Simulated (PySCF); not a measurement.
**`CN[Si@H](F)[SiH]([SiH3])[SiH3]`, CH12FNSi4**

Molfile (atoms numbered from 1):
```
CH12FNSi4
     RDKit          3D

 19 18  0  0  0  0  0  0  0  0999 V2000
    3.1210   -0.1657    0.5261 C   0  0  0  0  0  0  0  0  0  0  0  0
    1.7388   -0.4286    0.1983 N   0  0  0  0  0  0  0  0  0  0  0  0
    0.9373    0.2586   -1.1556 Si  0  0  2  0  0  4  0  0  0  0  0  0
    1.3558    1.8226   -1.0655 F   0  0  0  0  0  0  0  0  0  0  0  0
   -1.3185    0.0731   -0.7110 Si  0  0  0  0  0  4  0  0  0  0  0  0
   -2.2280    1.9728    0.2912 Si  0  0  0  0  0  4  0  0  0  0  0  0
   -1.8451   -1.9066    0.3970 Si  0  0  0  0  0  4  0  0  0  0  0  0
    3.8125   -0.8383    0.0070 H   0  0  0  0  0  0  0  0  0  0  0  0
    3.3538    0.8561    0.2381 H   0  0  0  0  0  0  0  0  0  0  0  0
    3.2775   -0.2702    1.6014 H   0  0  0  0  0  0  0  0  0  0  0  0
    1.4476   -1.3404    0.5145 H   0  0  0  0  0  0  0  0  0  0  0  0
    1.5347   -0.0618   -2.4581 H   0  0  0  0  0  0  0  0  0  0  0  0
   -1.9400   -0.0397   -2.0561 H   0  0  0  0  0  0  0  0  0  0  0  0
   -1.6231    3.2262   -0.1621 H   0  0  0  0  0  0  0  0  0  0  0  0
   -2.0660    1.9259    1.7486 H   0  0  0  0  0  0  0  0  0  0  0  0
   -3.6695    2.0987    0.0458 H   0  0  0  0  0  0  0  0  0  0  0  0
   -1.1421   -3.0819   -0.1356 H   0  0  0  0  0  0  0  0  0  0  0  0
   -1.4865   -1.8521    1.8184 H   0  0  0  0  0  0  0  0  0  0  0  0
   -3.2699   -2.2392    0.3501 H   0  0  0  0  0  0  0  0  0  0  0  0
  1  2  1  0
  2  3  1  0
  3  4  1  0
  3  5  1  0
  5  6  1  0
  5  7  1  0
  1  8  1  0
  1  9  1  0
  1 10  1  0
  2 11  1  0
  3 12  1  6
  5 13  1  0
  6 14  1  0
  6 15  1  0
  6 16  1  0
  7 17  1  0
  7 18  1  0
  7 19  1  0
M  END
```

The calculation used GIAO HF/pcSseg-1 magnetisability, rotational g tensor and spin-rotation constants, non-relativistic, gas phase (PySCF). Geometry: GFN2-xTB.

(1) Give the nuclear spin-rotation constants along the inertial axes (H = +C I·J) beside the isotropic shieldings.

(2) How do the rotational constants and the g tensor change when H8, H9, H10, H11, H12, H13, H14, H15, H16, H17, H18, H19 are replaced by deuterium?

## Answers

(1) Rotational constants 1.2750, 0.7683, 0.5625 GHz. A star marks the isotopologue with that one atom substituted, in its own axes.
```csv
atom,isotope,Caa (kHz),Cbb (kHz),Ccc (kHz),mean (kHz),σ (ppm)
N2,14N,0.058,0.016,0.024,0.033,243.4
F4,19F,0.834,0.405,0.081,0.440,395.2
H8,1H,-0.069,-0.042,-0.039,-0.050,29.6
H9,1H,-0.115,0.016,-0.058,-0.052,29.2
H10,1H,-0.144,-0.067,0.014,-0.066,29.4
H11,1H,-0.139,-0.014,-0.074,-0.076,32.4
H12,1H,-0.063,-0.075,0.009,-0.043,27.1
H13,1H,-0.111,-0.078,0.003,-0.062,29.6
H14,1H,-0.088,0.006,-0.055,-0.046,28.5
H15,1H,-0.128,-0.070,0.016,-0.060,28.8
H16,1H,0.026,-0.069,-0.052,-0.032,28.7
H17,1H,-0.092,-0.015,-0.044,-0.050,28.9
H18,1H,-0.126,-0.071,0.014,-0.061,28.9
H19,1H,0.034,-0.072,-0.056,-0.031,28.8
C1,13C*,0.155,0.128,0.081,0.121,166.0
Si3,29Si*,-0.704,-0.443,-0.356,-0.501,386.9
Si5,29Si*,-0.541,-0.320,-0.243,-0.368,523.3
Si6,29Si*,-0.590,-0.355,-0.259,-0.401,489.6
Si7,29Si*,-0.590,-0.349,-0.261,-0.400,490.5
```
For the geometry as given, no vibrational averaging.

(2) Constants 1.0979, 0.6675, 0.4959 GHz; g -0.0165, -0.0113, -0.0085, against -0.0189, -0.0131, -0.0096 before.
